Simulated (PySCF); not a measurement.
AsH4Si, SMILES [SiH2][AsH2], multiplicity 2.

The structure is a stationary point at B3LYP-D3(BJ)/def2-TZVP. The isomer is the one that the SMILES or the coordinates give; other isomers of the formula were not compared.

The numbers are results of TDA-PBE/def2-SVPD in PySCF 2.14.0, not measurements.

Vertical excitations. 

```csv
state,energy (eV),λ (nm),f,main pairs
root 1,2.95,421,0.004,β HOMO→LUMO 99 %
root 2,4.20,295,0.018,"α HOMO→LUMO 49 %, β HOMO−1→LUMO 48 %"
root 3,4.33,287,0.004,"α HOMO→LUMO 47 %, β HOMO−1→LUMO 50 %"
root 4,4.53,274,0.018,α HOMO→LUMO+1 93 %
root 5,4.73,262,0.021,α HOMO→LUMO+2 92 %
root 6,5.08,244,0.003,β HOMO−2→LUMO 92 %
root 7,5.27,235,0.001,"α HOMO−1→LUMO 52 %, β HOMO→LUMO+1 39 %"
root 8,5.43,228,0.019,α HOMO→LUMO+3 91 %
root 9,5.59,222,0.002,β HOMO−3→LUMO 89 %
root 10,5.65,220,0.001,"α HOMO−1→LUMO+2 36 %, α HOMO−1→LUMO+1 15 %, β HOMO→LUMO+3 42 %"
```
Unrestricted roots are not spin-pure.
